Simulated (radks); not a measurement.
All-electron atom: Bi- in [Hg] 6p4.

All-electron calculation, scalar-relativistic Kohn-Sham, LDA (Slater exchange, Perdew-Wang correlation), spin-polarised, spherical densities, finite nucleus; open shells are filled with parallel spins first (spin-orbit coupling, left out, can overturn this in heavy ions); Fermi nuclear charge, rms radius 5.5211 fm; hard spherical wall at 2.5 bohr. Program: a radial shooting solver on a logarithmic mesh with Libxc functionals.

Energy parts (hartree):
total: -21503.4401
kinetic: 24411.1349
electron-nucleus: -53951.0451
Hartree: 8422.7003
exchange-correlation: -386.2302

Orbitals (lengths in bohr, moments of r in powers of bohr):
orbital,occ.,eigenvalue (hartree),<r^4>
1s up,1,-3325.335,3.337e-07
1s down,1,-3325.329,3.337e-07
2s up,1,-595.8458,0.00004791
2s down,1,-595.8426,0.00004791
2p up,3,-509.8342,0.00004002
2p down,3,-509.8296,0.00004002
3s up,1,-142.2571,0.001716
3s down,1,-142.2532,0.001716
3p up,3,-117.6725,0.001923
3p down,3,-117.6683,0.001923
3d up,5,-92.86939,0.001476
3d down,5,-92.86538,0.001476
4s up,1,-31.06560,0.03729
4s down,1,-31.05938,0.03728
4p up,3,-23.00989,0.05030
4p down,3,-23.00321,0.05027
4d up,5,-13.78026,0.06737
4d down,5,-13.77285,0.06732
4f up,7,-3.61328,0.1089
4f down,7,-3.60505,0.1086
5s up,1,-3.95177,0.9107
5s down,1,-3.93506,0.9084
5p up,3,-1.73998,1.622
5p down,3,-1.72225,1.609
5d up,5,0.71108,3.603
5d down,5,0.73680,3.550
5f up,0,2.87642,7.125
5f down,0,2.91856,7.049
6s up,1,1.50036,8.354
6s down,1,1.55128,8.315
6p up,3,2.41142,9.272
6p down,1,2.46500,9.254
6d up,0,3.94389,9.354
6d down,0,3.99231,9.387
7s up,0,6.32713,9.732
7s down,0,6.36332,9.755

The highest occupied level is 6p down at 67.076 eV. The pressure on the wall is 6610 GPa.
